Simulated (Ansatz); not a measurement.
Reaction (redistribution): `[BH2][Al]([CH3])[O][AlH2]` + `N[Si](O)(O)O` → `[BH2][Al]([CH3])[NH2]` + `O[Si](O)(O)[O][AlH2]`

Computed with Ansatz on PBE0-D4/def2-TZVP structures; ΔE is electronic, products minus reactants. CBS: MP2 limit from def2 TZ/QZ plus the TZ coupled-cluster correction, frozen cores. DFT in def2-TZVPP. HSE06 is defined as in plane-wave codes. One conformer a species, not always the lowest.

```
         level  ΔE (eV)
           PBE     0.02
        revPBE     0.02
         HSE06     0.00
     CAM-B3LYP     0.00
   HF/def2-SVP     0.02
  MP2/def2-SVP     0.05
MP2/def2-TZVPP     0.01
CCSD/CBS(def2)    -0.03
```

Problem. What does CCSD(T)/CBS give? (An estimate is asked.)

Solution. Ansatz gave: -0.03 eV. The listed levels differ from it by 0.05, 0.05, 0.03, 0.03, 0.05, 0.08, 0.04, 0.00 eV.

Largest T1 diagnostic among the species: 0.012.

From BLYP to BHLYP (50 % exact exchange), in def2-TZVPP and without D4, ΔE moves by −0.04 eV. At CCSD(T), def2-SVP lies +0.05 eV from the extrapolated value and def2-TZVPP +0.01 eV. In def2-TZVPP, CCSD(T) changes the Hartree–Fock value by +0.04 eV (the triples alone add +0.01 eV) and MP2 by +0.06 eV.
